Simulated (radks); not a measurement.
Results of a calculation; reference values are marked as such.
Effect of the nuclear size on neutral aluminium, [Ne] 3s2 3p1. Level of theory: Dirac Kohn-Sham, LDA (Slater exchange, Perdew-Wang correlation), spin-unpolarised, spherical densities, finite nucleus; open shells fill j = l - 1/2 first; Fermi nuclear charge, rms radius 3.061 fm (a radial shooting solver on a logarithmic mesh with Libxc functionals). The rms radius is varied about that value; shifts are against it.

| rms radius (fm) | total energy shift (eV) | density at nucleus (e/bohr^3) | 1s1/2 shift (meV) |
|---|---|---|---|
| 2.6967 | -0.000825 | 1490 | -0.343 |
| 2.7702 | -0.000666 | 1490 | -0.277 |
| 3.061 | 0 | 1488 | 0.000 |
| 3.3334 | 0.000684 | 1486 | 0.285 |
| 3.7375 | 0.00180 | 1484 | 0.751 |

Slopes of the eigenvalues against <r^2> in GHz/fm^2, as finite differences over the two radii next to the reference (eigenvalue slopes, not the field-shift constants of lines): 1s1/2 39.5.
